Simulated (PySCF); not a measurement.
Bi(F)2(SiH3) (BiF₂H₃Si), SMILES [Bi]([F])([SiH3])[F].

Coordinates come from a B3LYP-D3(BJ)/def2-SVP optimisation. The def2 effective core potentials stand for the cores of Bi; spin–orbit coupling is left out.

The numbers are results of ωB97X/def2-TZVP (PySCF), not measurements.

Symmetry labels are those of the subgroup Cs that the program uses (full group Cs).

Computed valence orbital energies around the gap with their symmetry:
| orbital | symmetry | energy (eV) |
|---|---|---|
| HOMO−7 | A' | -13.79 |
| HOMO−6 | A' | -13.71 |
| HOMO−5 | A" | -13.26 |
| HOMO−4 | A" | -13.01 |
| HOMO−3 | A' | -12.75 |
| HOMO−2 | A" | -12.69 |
| HOMO−1 | A' | -12.52 |
| HOMO | A' | -9.56 |
| LUMO | A" | -0.01 |
| LUMO+1 | A' | 0.00 |
| LUMO+2 | A' | 1.02 |
| LUMO+3 | A' | 3.05 |
